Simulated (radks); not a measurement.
Charge is removed step by step from the 4s down level of In, starting from [Ar] 3d10 4s(up 1, down 1) 4p6 4d10 5s2 5p1. All-electron calculation, scalar-relativistic Kohn-Sham, BLYP, spin-polarised, spherical densities, finite nucleus; open shells are filled with parallel spins first (spin-orbit coupling, left out, can overturn this in heavy ions); Fermi nuclear charge, rms radius 4.6156 fm. Program: a radial shooting solver on a logarithmic mesh with Libxc functionals.

| removed (e) | E - E(0) (eV) | eigenvalue (eV) | E minus straight line (eV) |
|---|---|---|---|
| 0 | 0.000 | -119.35 | 0.000 |
| 0.125 | 15.024 | -121.15 | -0.837 |
| 0.25 | 30.277 | -123.00 | -1.445 |
| 0.375 | 45.765 | -124.90 | -1.819 |
| 0.5 | 61.492 | -126.84 | -1.953 |
| 0.625 | 77.463 | -128.81 | -1.843 |
| 0.75 | 93.684 | -130.83 | -1.483 |
| 0.875 | 110.16 | -132.87 | -0.870 |
| 1 | 126.89 | -134.94 | 0.000 |

Removing the whole electron costs 126.89 eV by Delta-SCF, against 119.35 eV from minus the eigenvalue at the starting occupation. Slater's transition state (half an electron removed) gives 126.84 eV. Integrating minus the eigenvalue over the occupation (Janak's theorem) gives 126.94 eV. In this scalar-relativistic scheme the density is built from large components alone, so the theorem holds only approximately. The mean slope of the eigenvalue, de/dn, is 15.6 eV per electron.
